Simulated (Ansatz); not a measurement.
The Ga1–H2 bond of GaH4N (SMILES [NH2][GaH2]) is stretched (multiplicity 1, the rest rigid).
Geometry at rest (charge 0, multiplicity 1):
| atom | x (Å) | y (Å) | z (Å) |
|---|---|---|---|
| Ga | 0.0071 | -0.1752 | -0.3421 |
| H | -1.2916 | -0.0769 | -1.2036 |
| H | 1.3319 | -0.9094 | -0.7224 |
| N | -0.0268 | 0.6560 | 1.2808 |
| H | -0.8205 | 1.1614 | 1.6389 |
| H | 0.7460 | 0.6643 | 1.9262 |

Correlated levels freeze the cores. Filled d and f shells under p-block atoms count as core.

The values were computed with Ansatz (a quantum-chemistry and plane-wave program) with Gaussian orbitals. Values without a source in brackets are computed.

FIC-MRCISD+Q on CASSCF(2,2)/cc-pVTZ, total energies (hartree):

| R (Å) | CASSCF | MRCISD | weight c² of the reference |
|---|---|---|---|
| 1.562 | -1980.106281 | -1980.398762 | 0.91165 |
| 2.733 | -1980.023785 | -1980.306962 | 0.91249 |
| 4.997 | -1979.986192 | -1980.265385 | 0.91375 |

Add the Davidson correction (E_MRCISD − E_CASSCF)(1 − c²)/c² and give the energies above the first point at the three levels.


Corrections (hartree): -0.028345, -0.027157, -0.026354. Above the first point (kcal/mol):
- R = 2.733 Å: CASSCF 51.8, MRCISD 57.6, with the correction 58.4
- R = 4.997 Å: CASSCF 75.4, MRCISD 83.7, with the correction 84.9
